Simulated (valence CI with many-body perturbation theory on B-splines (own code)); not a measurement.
**Energy levels of Tl73+**

Method: valence CI with perturbative core correlation (CI+MBPT): six valence electrons over a frozen Dirac-Fock core [He], radial functions for each j: 9 s, 9 p, 8 d, 6 f, 3 g, 1 h, with the one-electron correlation potential Σ1, the two-electron term Σ2, the three-electron term Σ3, Breit, model QED; selected CI, second order for the rest, scaled by the run's own slope (own B-spline code, finite nucleus).

No measured spectrum was set against this ion. As an estimate, large intervals hold to a few tenths of a per cent, small ones and those within an open d or f shell to about a per cent. Among the levels kept, up to 1900 cm⁻¹ of a level comes from second order outside the variational space, and about a tenth of that is noise between levels of different J, which matters for small intervals.

Levels 46 to 50 of 50, with energies above the lowest level, (2s^2 2p1/2^2 2p3/2^2) J=2. "Leading %" is the weight of the configuration and term that name the level; weights of strongly mixed levels are sums over their largest components and can fall short, and the name can then belong to a minority configuration. In the jj column 3d3/2^4 stands for four electrons in 3d with j = 3/2. Lifetimes count E1, E2, E3, M1 and M2 decay at the calculated energies, and are blank where another channel may lead or the interval is too uncertain; long ones can be off by a factor of two.

```
No.  Configuration  Term  J  E (× 10³ cm⁻¹)  Leading %  Lifetime                        Leading jj  Second component
 46        2s2p⁴3s    ¹S  0          105370         65   4.98 fs     2s 2p1/2^2 2p3/2^2 3s (100 %)   34 % 2s2p⁴3s ³P
 47        2s2p⁴3p   ³P°  1          106190         50   1.28 fs  2s 2p1/2^2 2p3/2^2 3p1/2 (100 %)  21 % 2s2p⁴3p ¹P°
 48        2s2p⁴3p   ³P°  1          106200         33   1.19 fs   2s 2p1/2^2 2p3/2^2 3p1/2 (99 %)  17 % 2s2p⁴3p ³D°
 49        2s2p⁴3p   ³P°  0          106200         77   33.5 fs  2s 2p1/2^2 2p3/2^2 3p1/2 (100 %)  20 % 2s2p⁴3p ⁵D°
 50        2s2p⁴3p   ³D°  2          106210         30   1.91 fs  2s 2p1/2^2 2p3/2^2 3p1/2 (100 %)  26 % 2s2p⁴3p ³F°
```

Where two levels of one J and parity lie close, their mixing, g and order are uncertain.
